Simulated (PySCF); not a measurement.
AlClH₂NSi, Al₂BH₄O, Al₂H₃NSi, CH₄AlBSi and others (calculated)

All values are calculated (PySCF 2.14.0). Calculation on a computer-drawn molecule: optimised geometry and harmonic frequencies of an isolated molecule of the commonest isotopes, restricted reference for singlets and unrestricted otherwise, frozen core in MP2.

Common to all runs: charge 0; basis cc-pV(D+d)Z.

(1) AlClH₂NSi

Start structure:
```xyz
6
AlClH2NSi
Al     0.2759     0.7017    -0.7548
N      0.6686     2.2713    -1.5695
Si     1.1432     3.6798    -2.1304
Cl     2.3256     5.0595    -1.2151
H      0.6670     0.1302     0.7392
H      0.7186     4.2425    -3.3760
```

It was run with multiplicity 2 and method HF.

It finds rotational constants 14.1, 1.344, 1.238 GHz; total energy -1046.0054 hartree; spin squared 0.757; convergence status largest gradient component 3.176e-05 hartree/bohr.

Drawn bonds:
```
atom  other atom  order
   1           2      1
   2           3      2
   3           4      1
   1           5      1
   3           6      1
```

Optimised structure:
```xyz
6
AlClH2NSi
Al     0.9549     0.6169    -0.7252
N      0.9403     2.2206    -1.4536
Si     1.1120     3.6402    -2.0494
Cl     2.4465     5.0519    -1.4263
H     -0.0202     0.3213     0.5046
H      0.3653     4.2342    -3.1567
```

Modes:
```
frequency (cm⁻¹)  reduced mass (dalton)
           59.26                   11.6
             137                  2.483
           178.6                  1.374
             296                   14.9
             507                  13.85
           580.5                  1.318
           635.6                  2.219
           673.6                  2.066
             938                  1.099
            1433                  14.81
            1883                  1.044
            2415                  1.045
```

(2) Al₂BH₄O

Start structure:
```xyz
8
Al2BH4O
Al     0.7764     0.5489     1.5484
O     -0.0631     0.6804     0.0664
B     -0.5982     0.5881    -1.1181
Al     0.4486    -1.0920    -1.7304
H      1.5931     1.9135     1.9424
H     -1.4156     1.4531    -1.4466
H      0.6518    -1.9219    -3.0146
H      1.3898    -1.5798    -0.5166
```

Settings of this run: multiplicity 2 and method HF.

It finds rotational constants 21.56, 1.482, 1.428 GHz; total energy -585.7422 hartree; spin squared 0.7564; convergence status largest gradient component 4.525e-06 hartree/bohr.

Drawn bonds:
```
atom  other atom  order
   1           2      1
   2           3      1
   3           4      1
   1           5      1
   3           6      1
   4           7      1
   4           8      1
```

Optimised structure:
```xyz
8
Al2BH4O
Al     0.5433     1.4789     1.8637
O      0.1866     0.7567     0.3705
B     -0.3761     0.3239    -0.7785
Al     0.4626    -1.3681    -1.8634
H      1.7453     2.5216     1.8663
H     -1.3594     0.9264    -1.1695
H      1.3491    -1.1794    -3.1720
H      0.2314    -2.8698    -1.3862
```

Modes:
```
frequency (cm⁻¹)  reduced mass (dalton)
           42.09                  1.186
           67.06                   6.12
           111.7                  2.567
           127.6                  1.309
           191.2                  4.508
           381.1                  1.109
             480                  2.641
           639.1                  1.454
           648.7                  1.289
           724.9                  5.692
           815.4                  1.641
           850.8                  1.077
            1202                  1.251
            1380                  10.41
            1902                  1.045
            1934                  1.056
            1946                  1.029
            2552                  1.086
```

(3) Al₂H₃NSi

Start structure:
```xyz
7
Al2H3NSi
Al    -4.3973     1.6822    -3.9340
Al    -2.2120     1.2530    -2.3580
N     -0.9402     1.0770    -1.4113
Si     0.4773     0.7359    -0.4254
H      1.0715     2.0914    -0.0085
H      0.1489    -0.0120     0.8083
H      1.5105     0.0692    -1.1676
```

Here we set multiplicity 1 and method HF.

The calculation gives: rotational constants 88.57, 0.8659, 0.8659 GHz; total energy -828.9459 hartree; convergence status largest gradient component 7.83e-06 hartree/bohr.

Drawn bonds:
```
atom  other atom  order
   1           2      1
   2           3      2
   3           4      1
   4           5      1
   4           6      1
   4           7      1
```

Optimised structure:
```xyz
7
Al2H3NSi
Al    -4.4861     1.6893    -3.9785
Al    -2.2119     1.2753    -2.3520
N     -0.8942     1.0353    -1.4096
Si     0.4586     0.7888    -0.4423
H      1.0826     2.0614     0.0294
H      0.1608     0.0056     0.7944
H      1.5489     0.0411    -1.1378
```

Modes:
```
frequency (cm⁻¹)  reduced mass (dalton)
            56.1                  9.028
           56.11                  9.029
           149.9                  6.801
             150                    6.8
           226.6                  18.03
           624.4                  12.41
             785                  1.217
             785                  1.217
            1042                  1.048
            1042                  1.048
            1081                  1.107
            1363                  13.25
            2210                  1.048
            2211                  1.048
            2254                   1.02
```

(4) Al₂H₃NSi

Start structure:
```xyz
7
Al2H3NSi
Al    -4.4861     1.6893    -3.9785
Al    -2.2119     1.2753    -2.3520
N     -0.8942     1.0353    -1.4096
Si     0.4586     0.7888    -0.4423
H      1.0826     2.0614     0.0294
H      0.1608     0.0056     0.7944
H      1.5489     0.0411    -1.1378
```

Settings of this run: multiplicity 1 and method MP2.

Results for Al₂H₃NSi: rotational constants 87.78, 0.8532, 0.8532 GHz; total energy -829.3173 hartree; convergence status largest gradient component 3.614e-05 hartree/bohr.

Drawn bonds:
```
atom  other atom  order
   1           2      1
   2           3      2
   3           4      1
   4           5      1
   4           6      1
   4           7      1
```

Optimised structure:
```xyz
7
Al2H3NSi
Al    -4.4953     1.6910    -3.9850
Al    -2.2489     1.2820    -2.3785
N     -0.8967     1.0357    -1.4115
Si     0.4850     0.7840    -0.4234
H      1.0906     2.0662     0.0353
H      0.1648     0.0011     0.8038
H      1.5592     0.0368    -1.1371
```

Modes:
```
frequency (cm⁻¹)  reduced mass (dalton)
           41.42                  12.33
           41.48                  12.33
             103                  6.142
           103.3                  6.141
           230.8                  17.53
           552.6                  14.42
           723.9                  1.198
           724.2                  1.197
           992.2                  1.045
           992.2                  1.045
            1015                  1.089
            1236                  14.35
            2227                   1.05
            2227                   1.05
            2239                  1.019
```

(5) CH₄AlBSi

Start structure:
```xyz
8
CH4AlBSi
Al    -1.9330    -2.3111     2.9887
B     -0.4167    -1.5805     1.7751
C     -0.1506    -0.3543     1.1651
Si    -1.2032     1.2112     1.3460
H      0.8171    -0.0944     0.5539
H     -2.4063     0.8320     2.1759
H     -0.5074     2.2971     1.9382
H     -1.6585     1.6462     0.0314
```

It was run with multiplicity 1 and method HF.

It finds rotational constants 17.23, 1.46, 1.367 GHz; total energy -595.6564 hartree; convergence status largest gradient component 1.746e-05 hartree/bohr.

Drawn bonds:
```
atom  other atom  order
   1           2      1
   2           3      2
   3           4      1
   3           5      1
   4           6      1
   4           7      1
   4           8      1
```

Optimised structure:
```xyz
8
CH4AlBSi
Al    -1.6342    -3.0579     3.0422
B     -0.7149    -1.3676     1.9027
C     -0.2120    -0.2631     1.2174
Si    -1.1862     1.3163     1.2717
H      0.7192    -0.2826     0.6557
H     -2.4111     1.1119     2.0886
H     -0.4126     2.4293     1.8771
H     -1.6068     1.7600    -0.0811
```

Modes:
```
frequency (cm⁻¹)  reduced mass (dalton)
           60.54                  5.813
           130.3                  1.524
             227                  2.268
           288.9                  7.659
           388.9                   6.05
           539.7                  1.136
           662.1                  1.263
           765.3                  5.122
           766.8                  1.367
           994.9                  1.194
            1022                   1.04
            1033                  1.085
            1049                  1.043
            1607                  9.462
            2274                  1.048
            2278                   1.05
            2298                  1.021
            3308                  1.089
```

(6) CH₅Al₂B

Start structure:
```xyz
9
CH5Al2B
Al    -0.8193     1.6908     1.7350
C     -0.8910    -0.1323     0.7249
B     -1.0119     0.4640    -0.6772
Al    -2.5581     1.8880    -0.2879
H     -0.3276    -0.9977     0.9473
H     -1.7987    -0.1499     1.2441
H     -0.3288     0.2012    -1.5094
H     -3.3736     1.6633     1.1170
H     -3.4111     2.7640    -1.3074
```

Settings of this run: multiplicity 1 and method HF.

Results for CH₅Al₂B: rotational constants 11.54, 1.614, 1.495 GHz; total energy -549.2456 hartree; convergence status largest gradient component 9.301e-06 hartree/bohr.

Drawn bonds:
```
atom  other atom  order
   1           2      1
   2           3      1
   3           4      1
   2           5      1
   2           6      1
   3           7      1
   4           8      1
   4           9      1
```

Optimised structure:
```xyz
9
CH5Al2B
Al     0.0834     0.4973     2.4273
C     -1.0319    -0.2432     0.8819
B     -1.1847     0.7251    -0.2983
Al    -2.8342     2.0816    -0.6094
H     -0.4043    -1.1302     0.6923
H     -1.9393    -0.5453     1.4255
H     -0.2554     0.7708    -1.0781
H     -3.0361     3.3782     0.2982
H     -3.9174     1.8571    -1.7531
```

Modes:
```
frequency (cm⁻¹)  reduced mass (dalton)
           67.14                  5.094
           96.28                  1.113
             179                  2.585
           187.7                  2.648
           368.2                  1.117
           467.1                  3.741
           518.5                  3.808
           618.9                  1.289
             639                  1.442
           832.4                  1.182
           846.3                  1.141
           871.4                  1.411
           925.2                  1.095
            1102                  2.403
            1210                   1.61
            1522                  1.168
            1924                   1.05
            1946                  1.034
            2585                  1.088
            3096                  1.058
            3153                  1.101
```

(7) AlBClH₂N

Start structure:
```xyz
6
AlBClH2N
Al    -0.6727    -2.4710     0.7060
N      0.5660    -1.2860     1.4302
B      1.9191    -1.1197     1.2519
Cl     2.7175     0.2037     2.1039
H      0.1841    -0.4653     2.0472
H      2.6235    -1.8110     0.6541
```

Here we set multiplicity 1 and method HF.

The calculation gives: rotational constants 49.8, 1.561, 1.514 GHz; total energy -781.8352 hartree; convergence status largest gradient component 2.157e-05 hartree/bohr.

Drawn bonds:
```
atom  other atom  order
   1           2      1
   2           3      1
   3           4      1
   2           5      1
   3           6      1
```

Optimised structure:
```xyz
6
AlBClH2N
Al    -0.5098    -2.5146     0.6652
N      0.5084    -1.1940     1.4627
B      1.8904    -1.0910     1.2998
Cl     2.8457     0.2042     2.0891
H      0.1000    -0.4872     2.0542
H      2.5028    -1.8668     0.6223
```

Modes:
```
frequency (cm⁻¹)  reduced mass (dalton)
           112.2                  7.838
           132.4                  8.001
           311.1                  13.35
           707.7                  4.059
           739.8                   1.41
             792                  6.396
           946.8                  1.308
            1128                  1.152
            1261                  1.562
            1410                  3.507
            2720                  1.095
            3742                  1.074
```

(8) AlBClH₂N

Start structure:
```xyz
6
AlBClH2N
Al    -0.5098    -2.5146     0.6652
N      0.5084    -1.1940     1.4627
B      1.8904    -1.0910     1.2998
Cl     2.8457     0.2042     2.0891
H      0.1000    -0.4872     2.0542
H      2.5028    -1.8668     0.6223
```

Here we set multiplicity 1 and method MP2.

The calculation gives: rotational constants 44.14, 1.595, 1.539 GHz; total energy -782.2687 hartree; convergence status largest gradient component 2.399e-05 hartree/bohr.

Drawn bonds:
```
atom  other atom  order
   1           2      1
   2           3      1
   3           4      1
   2           5      1
   3           6      1
```

Optimised structure:
```xyz
6
AlBClH2N
Al    -0.3832    -2.5586     0.6110
N      0.4761    -1.1544     1.4975
B      1.8709    -1.0793     1.3117
Cl     2.8833     0.1754     2.0615
H      0.0656    -0.4352     2.0984
H      2.4248    -1.8973     0.6132
```

Modes:
```
frequency (cm⁻¹)  reduced mass (dalton)
             101                  8.307
           110.8                  5.978
           303.3                  11.04
           673.3                  3.795
           692.8                  1.499
           796.2                  5.935
           904.5                  1.238
            1041                  1.166
            1174                   1.46
            1349                  4.767
            2636                  1.093
            3572                  1.075
```
